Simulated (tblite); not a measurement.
Input of a run (GFN2-xTB geometry optimisation, gas phase (tblite 0.8.0)), started from a force field or distance geometry:
```
{"job": {"kind": "relax", "xc": "GFN2-xTB", "basis": "xTB"}, "charge": 0, "multiplicity": 2}
N      1.555800    -0.826200    -1.894100
C      1.714600    -0.196800    -0.810800
C      1.063300    -0.584200     0.484400
F      0.247000    -1.693800     0.234500
F      1.950600    -0.877100     1.489700
C      0.091300     0.486100     0.966600
Si    -1.180900     0.666000    -0.412800
C     -2.513200    -0.539100    -0.179500
N     -3.359300    -1.332400    -0.047200
H      2.381300     0.660500    -0.765500
H     -0.372100     0.268800     1.927100
H      0.583800     1.487000     1.069600
H     -0.445600     0.467200    -1.652900
H     -1.717300     2.013500    -0.431200
```

Output (eV, eV/Å):
```
step      E/eV     max force
  0    -761.09144    3.875
  1    -760.89166   11.521
  2    -761.31216    2.824
  3    -761.29066    3.852
  4    -761.42077    0.840
  5    -761.45119    0.586
  6    -761.48348    0.937
  7    -761.51496    0.544
  8    -761.53072    0.415
  9    -761.55503    0.525
 10    -761.57425    0.693
 11    -761.59062    0.516
 12    -761.60267    0.325
 13    -761.61300    0.396
 14    -761.62191    0.370
 15    -761.62768    0.191
 16    -761.63139    0.162
 17    -761.63563    0.231
 18    -761.64101    0.298
 19    -761.64639    0.284
 20    -761.65061    0.170
 21    -761.65400    0.217
 22    -761.65726    0.275
 23    -761.66080    0.213
 24    -761.66405    0.171
 25    -761.66665    0.152
 26    -761.66904    0.227
 27    -761.67128    0.203
 28    -761.67306    0.114
 29    -761.67437    0.095
 30    -761.67555    0.097
 31    -761.67717    0.137
 32    -761.67987    0.209
 33    -761.68400    0.227
 34    -761.68908    0.313
 35    -761.69425    0.348
 36    -761.69894    0.445
 37    -761.70149    0.349
 38    -761.70660    0.506
 39    -761.71211    0.167
 40    -761.71874    0.145
 41    -761.72626    0.254
 42    -761.73230    0.225
 43    -761.74060    0.222
 44    -761.74814    0.289
 45    -761.72883    1.487
 46    -761.75532    0.154
 47    -761.75815    0.149
 48    -761.76652    0.525
 49    -761.77002    0.415
 50    -761.78077    0.328
 51    -761.78473    0.159
 52    -761.78779    0.160
 53    -761.79010    0.222
 54    -761.79225    0.466
 55    -761.79519    0.174
 56    -761.79822    0.208
 57    -761.80223    0.330
 58    -761.80431    0.233
 59    -761.80536    0.192
 60    -761.80582    0.049
 61    -761.80630    0.060
 62    -761.80711    0.105
 63    -761.80811    0.125
 64    -761.80904    0.111
 65    -761.81022    0.106
 66    -761.81164    0.073
 67    -761.81291    0.102
 68    -761.81345    0.243
 69    -761.81441    0.087
 70    -761.81503    0.068
 71    -761.81583    0.076
 72    -761.81622    0.058
 73    -761.81660    0.043
 74    -761.81678    0.051
 75    -761.81692    0.053
 76    -761.81706    0.043
 77    -761.81720    0.030
 78    -761.81731    0.027
 79    -761.81740    0.027
 80    -761.81748    0.022
 81    -761.81753    0.015
 82    -761.81756    0.013
 83    -761.81757    0.011
 84    -761.81759    0.014
 85    -761.81761    0.017
 86    -761.81762    0.016
 87    -761.81763    0.011
 88    -761.81763    0.007
```

Problem. Summarise the run.

Solution. The energy falls by 16.7 kcal/mol over 88 L-BFGS steps, the largest force on an atom goes from 3.87 to 0.007 eV/Å, and the atoms move by 0.535 Å rms after alignment. The bond that changes most is Si7–C8 (ends: silicon bonded to 2 C and 2 H; carbon bonded to N and Si), which lengthens by 0.061 Å. Bonds longer at the end by more than 0.005 Å: 5 of 13; shorter: 6. Among the angles that change most is H13–Si7–H14, from 107.6° to 115.9°. Among the dihedrals that turn most is N1–C2–C3–F4, from -2° to 89°. The energy rose by more than 1e-5 eV at steps 1, 3 and 45.

Problem. What are the final bond lengths?

Solution. N1=C2 1.214 Å, C2–C3 1.546 Å, C3–F4 1.362 Å, C3–F5 1.363 Å, C3–C6 1.504 Å, C6–Si7 1.915 Å, Si7–C8 1.872 Å, C8≡N9 1.145 Å, C2–H10 1.095 Å, C6–H11 1.092 Å, C6–H12 1.089 Å, Si7–H13 1.457 Å, Si7–H14 1.464 Å. Numbering counts from 1 in the input's order; the species is `[N]=CC(F)(F)C[SiH2]C#N` [radical].

The run took 0.51 s of wall time on one thread, Arm Neoverse V2 (aarch64), no GPU, shared host with 96 logical CPUs at a one-minute load of 27.

GFN2-xTB frequencies show an imaginary mode (21i cm⁻¹), so the point is no minimum at that level. 3 starts were optimised and ended at 0.00, 1.15 and -15.36 kcal/mol (GFN2-xTB); the lowest of these is shown.

One conformer stands for the species.

The numbers are calculated, not measured.
